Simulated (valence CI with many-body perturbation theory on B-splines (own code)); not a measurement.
**Valence orbitals of I XLI**

Calculated by configuration interaction combined with many-body perturbation theory (CI+MBPT): three valence electrons over a frozen Dirac-Fock core [Ne], radial functions for each j: 11 s, 11 p, 9 d, 7 f, 5 g, 2 h, 1 i, with the one-electron correlation potential Σ1 (screened to all orders), the two-electron term Σ2, the three-electron term Σ3, Breit, model QED; selected single and double excitations, second order for the rest (own B-spline code, finite nucleus).

The last digits are not significant, and no measured levels were compared; by estimate large intervals hold to a few tenths of a per cent, small ones and those within an open d or f shell to about a per cent.

These are the spectroscopic orbitals of the CI (the correlating ones are not listed), shaped by the core and the other valence electrons. h is the expectation value of the core's Dirac-Fock operator, without the valence repulsion; Σ1 is computed up to l = 3 at one energy for each symmetry, that of its lowest orbital but kept below the first core excitation, so for empty shells it is not the orbital's own correlation shift; Breit and QED include the response of the core.

| Orbital | h (hartree) | Σ1 (cm⁻¹) | Breit (cm⁻¹) | QED (cm⁻¹) | ⟨r⟩ (bohr) |
| --- | --- | --- | --- | --- | --- |
| 3s1/2 | -117.12 | -6623 | 14261 | 10974 | 0.2794 |
| 4s1/2 | -63.67 | -2227 | 5565 | 4408 | 0.5161 |
| 5s1/2 | -39.939 | -1018 | 2665 | 2151 | 0.8285 |
| 6s1/2 | -27.372 | -556 | 1493 | 1212 | 1.213 |
| 3p1/2 | -113.52 | -8459 | 23800 | -127 | 0.2653 |
| 4p1/2 | -62.173 | -2782 | 9303 | -41.6 | 0.5073 |
| 5p1/2 | -39.188 | -1282 | 4549 | -18.7 | 0.8229 |
| 6p1/2 | -26.943 | -703 | 2567 | -10.1 | 1.211 |
| 3p3/2 | -110.59 | -7789 | 14308 | 967 | 0.2733 |
| 4p3/2 | -60.979 | -2621 | 5534 | 392 | 0.5179 |
| 5p3/2 | -38.589 | -1219 | 2841 | 196 | 0.8362 |
| 6p3/2 | -26.601 | -672 | 1604 | 111 | 1.227 |
| 3d3/2 | -106.01 | -9428 | 10880 | -392 | 0.2364 |
| 4d3/2 | -59.238 | -2626 | 3922 | -136 | 0.4869 |
| 5d3/2 | -37.737 | -1169 | 1868 | -64.1 | 0.8100 |
| 3d5/2 | -105.34 | -8834 | 5159 | 2.2 | 0.2388 |
| 4d5/2 | -58.948 | -2453 | 1844 | 25.1 | 0.4899 |
| 5d5/2 | -37.587 | -1093 | 895 | 16.9 | 0.8137 |
| 4f5/2 | -58.02 | -2287 | 373 | -53.6 | 0.4290 |
| 5f5/2 | -37.127 | -1111 | 255 | -29.3 | 0.7560 |
| 4f7/2 | -57.9 | -2224 | 88.8 | 16.3 | 0.4305 |
| 5f7/2 | -37.064 | -1077 | 60.6 | 6.4 | 0.7576 |
| 5g7/2 | -36.985 |  | 8.3 | -11.7 | 0.6666 |
| 5g9/2 | -36.949 |  | 1.0 | 8.6 | 0.6676 |

Among the shells of the start configuration 3s2 3p1, Σ1 is largest in size for 3p1/2, where it is 0.034 % of h.

Lowest root of each symmetry, sizes in configuration state functions:

| J | Parity | Roots | Reference | Variational | Second order | Change by selected CI (cm⁻¹) | Change by second order (cm⁻¹) |
| --- | --- | --- | --- | --- | --- | --- | --- |
| 1/2 | even | 9 | 58 | 7079 | 4698 | -3401 | 0 |
| 3/2 | even | 13 | 92 | 12128 | 8739 | -1918 | -1 |
| 5/2 | even | 12 | 94 | 13963 | 11768 | -3013 | -1 |
| 7/2 | even | 7 | 67 | 12630 | 13414 | -4777 | -1 |
| 9/2 | even | 4 | 41 | 9336 | 13656 | -5441 | -3 |
| 1/2 | odd | 7 | 55 | 6611 | 6742 | -3774 | 0 |
| 3/2 | odd | 12 | 89 | 11558 | 9333 | -3632 | 0 |
| 5/2 | odd | 9 | 86 | 12613 | 13085 | -3777 | -1 |
| 7/2 | odd | 5 | 63 | 11347 | 14739 | -4184 | -2 |
| 9/2 | odd | 2 | 33 | 8526 | 14431 | -2714 | -3 |
